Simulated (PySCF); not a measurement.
Energy of Ru⁺ (ruthenium, charge +1) between two integer charges

The 4d beta orbital of [Kr] 4d7 is emptied in steps (occupation f), with all orbitals relaxed, ending at [Kr] 4d6. Calculation: PySCF 2.14, in aug-cc-pVTZ-PP with ECP28MDF (6s6p5d3f2g, 88 functions); scalar relativity through the core potential. The exact energy is a straight line in f; departures are measured from the line between the end points of the same method.

```csv
f,BHandHLYP (eV),wB97X (eV),B3LYP (eV)
1,0.000,0.000,0.000
0.9,-0.174,-0.100,-0.356
0.7,-0.413,-0.239,-0.839
0.5,-0.500,-0.293,-1.007
0.3,-0.427,-0.250,-0.853
0.1,-0.186,-0.105,-0.368
0,0.000,0.000,0.000
```

```csv
method,E(f=0) − E(f=1) (eV),−ε at f=1 (eV),−ε at f=0.5 (eV)
BHandHLYP,16.514,14.598,16.473
wB97X,16.708,15.618,16.674
B3LYP,16.970,13.029,16.930
```

Orbital energy along the path (eV):

```csv
f,BHandHLYP,wB97X,B3LYP
1,-14.598,-15.618,-13.029
0.9,-14.951,-15.807,-13.786
0.7,-15.692,-16.218,-15.336
0.5,-16.473,-16.674,-16.930
0.3,-17.293,-17.171,-18.562
0.1,-18.152,-17.687,-20.229
0,-18.598,-17.770,-21.073
```

Reference removal energy between the ground levels: 16.76 ± 0.06 eV (semi-empirical (NIST evaluation); NIST Atomic Spectra Database, ionization energies). The calculation has no spin-orbit coupling. The determinant left behind need not be the lowest term of the ion.
